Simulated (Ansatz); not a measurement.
Consider the ligand exchange at a B–F bond: `FB(F)Cl` + HCl → `FB(Cl)Cl` + H–F.

Gas-phase electronic energies from Ansatz, PBE0-D4/def2-TZVP geometries. CCSD(T)/CBS is the MP2 limit (def2-TZVPP, def2-QZVPP) plus CCSD(T) − MP2 in def2-TZVPP, frozen cores. This one scheme is used for every species. DFT in def2-TZVPP. HSE06 is defined as in plane-wave codes.

`FB(F)Cl`:

```xyz
4

F     0.956    0.974    0.036
B    -0.010    0.092   -0.043
F    -1.110    0.411   -0.680
Cl    0.164   -1.477    0.687
```

HCl:

Cartesian coordinates in Å:
```
Cl -0.535 -0.313 -0.156
H 0.535 0.313 0.156
```

`FB(Cl)Cl`:

Z-matrix (Å, degrees):
```
B
F 1 1.310
Cl 1 1.739 2 119.3
Cl 1 1.739 2 119.3 3 -180.0
```

H–F:

Cartesian coordinates in Å:
```
F 0.107 -0.445 0.044
H -0.107 0.445 -0.044
```

| level | ΔE (kcal/mol) |
| --- | --- |
| BLYP-D4 | 14.9 |
| B97M-V | 16.3 |
| PBE0-D4 | 13.9 |
| HSE06-D4 | 13.8 |
| r2SCAN | 15.3 |
| r2SCAN0 | 15.5 |
| HF/def2-SVP | 20.1 |
| CCSD/CBS(def2) | 15.0 |

Question: What does CCSD(T)/CBS give? (Estimate.)

Answer: Ansatz gave: +14.2 kcal/mol. The listed levels differ from it by 0.7, 2.1, -0.3, -0.4, 1.1, 1.3, 5.9, 0.8 kcal/mol.

Largest T1 diagnostic among the species: 0.012.

At CCSD(T), def2-SVP lies +3.4 kcal/mol from the extrapolated value and def2-TZVPP +1.1 kcal/mol. From BLYP to BHLYP (50 % exact exchange), in def2-TZVPP and without D4, ΔE moves by +1.4 kcal/mol. The D4 term adds −1.1 kcal/mol with B3LYP and −0.5 kcal/mol with PBE0; it sums over pairs of atoms, weighted by their polarisabilities, and B3LYP, whose exchange is more repulsive, gets the larger term.

B3LYP here is the variant with VWN-RPA as its local correlation; programs differ in this.
